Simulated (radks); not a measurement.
Task: Species: Hf LVI. Configuration: [Ne] 3s2 3p5 (the NIST ground configuration). All-electron calculation, Dirac Kohn-Sham, PBE, spin-unpolarised, spherical densities, finite nucleus; open shells fill j = l - 1/2 first; Fermi nuclear charge, rms radius 5.347 fm. Program: a radial shooting solver on a logarithmic mesh with Libxc functionals. Some entries of the table are withheld. Estimate them.

orbital,occ.,eigenvalue (hartree),<r> (bohr)
1s1/2,2,-2543.799,0.01899
2s1/2,2,-553.3002,0.07900
2p1/2,2,-536.5102,(1)
2p3/2,4,-491.8863,(2)
3s1/2,2,-217.0079,0.1933
3p1/2,2,-210.6720,(3)
3p3/2,3,-199.1773,(4)

Result: 
(1) 2p1/2 <r> (bohr): 0.06545
(2) 2p3/2 <r> (bohr): 0.07293
(3) 3p1/2 <r> (bohr): 0.1819
(4) 3p3/2 <r> (bohr): 0.1933
